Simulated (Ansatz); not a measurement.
`[NH2][Nb]([NH2])([NH2])=[S]`, relaxed with RKS PBE0-D4/def2-TZVP in Ansatz from a PBE-D4/def2-SVP geometry. The force threshold is 0.005 eV/Å; the program also tests the step.

The species carries charge 0 and has multiplicity 1. Nb: def2 effective core potential.

Start:

```xyz
11

N     0.142   -1.768    0.614
Nb    0.378    0.009   -0.235
N    -1.185    0.354   -1.406
N     0.424    1.396    1.181
S     2.222    0.061   -1.396
H     0.616   -2.625    0.308
H    -0.259   -1.917    1.547
H    -1.132    0.809   -2.324
H    -2.098   -0.103   -1.304
H     1.281    1.842    1.526
H    -0.389    1.942    1.488
```

| step | energy (eV) | largest force (eV/Å) | largest move (Å) |
| --- | --- | --- | --- |
| 1 | -16951.4709 | 0.674 | 0.000 |
| 2 | -16951.5151 | 0.354 | 0.040 |
| 3 | -16951.5213 | 0.074 | 0.012 |
| 4 | -16951.5216 | 0.015 | 0.009 |
| 5 | -16951.5216 | 0.001 | 0.003 |

End:

```xyz
11

N     0.144   -1.752    0.611
Nb    0.376    0.009   -0.237
N    -1.176    0.355   -1.398
N     0.420    1.382    1.173
S     2.199    0.056   -1.387
H     0.620   -2.592    0.313
H    -0.263   -1.890    1.525
H    -1.119    0.790   -2.308
H    -2.078   -0.085   -1.281
H     1.265    1.822    1.512
H    -0.389    1.906    1.478
```

Hardware: 4 threads of an Arm Neoverse V2 on a shared host. Wall time 25 s, peak host memory 0.58 GiB.
